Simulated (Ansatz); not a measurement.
Calculated with Ansatz (gas phase, PBE0-D4/def2-TZVP geometries, no zero-point term in ΔE). CCSD(T)/CBS is the MP2 limit (def2-TZVPP, def2-QZVPP) plus CCSD(T) − MP2 in def2-TZVPP, frozen cores. Functionals use def2-TZVPP. B3LYP here is the variant with VWN-RPA as its local correlation; programs differ in this. Elements past krypton have def2 core potentials. For Sn outer-core shells are correlated without core-valence functions, which leaves a few kJ/mol of doubt a bond. Each species was taken in one conformer, which may not be the lowest.

Reaction (substitution at a C–N bond): `CN[SiH](N)O` + `C[O][Sn]([OH])([F])[F]` → `C[O][Sn]([F])([F])[O]C` + `N[SiH](N)O`

Q: Is it downhill or uphill in electronic energy at CCSD(T)/CBS, and by how much? (An estimate is asked.)

A: Computed: Uphill: ΔE = +18.6 kJ/mol.

Q: What do these levels give: ωB97M-V, PBE0, B3LYP, MP2/def2-TZVPP, MP2/def2-QZVPP, HF/CBS(def2)? (Best estimate.)

A: Computed: ωB97M-V 20.1, PBE0 21.2, B3LYP 16.0, MP2/def2-TZVPP 21.7, MP2/def2-QZVPP 21.5, HF/CBS(def2) 13.7 kJ/mol.

Largest T1 diagnostic among the species: 0.015.

In def2-TZVPP, CCSD(T) changes the Hartree–Fock value by +4.5 kJ/mol (the triples alone add −0.3 kJ/mol) and MP2 by +7.6 kJ/mol.
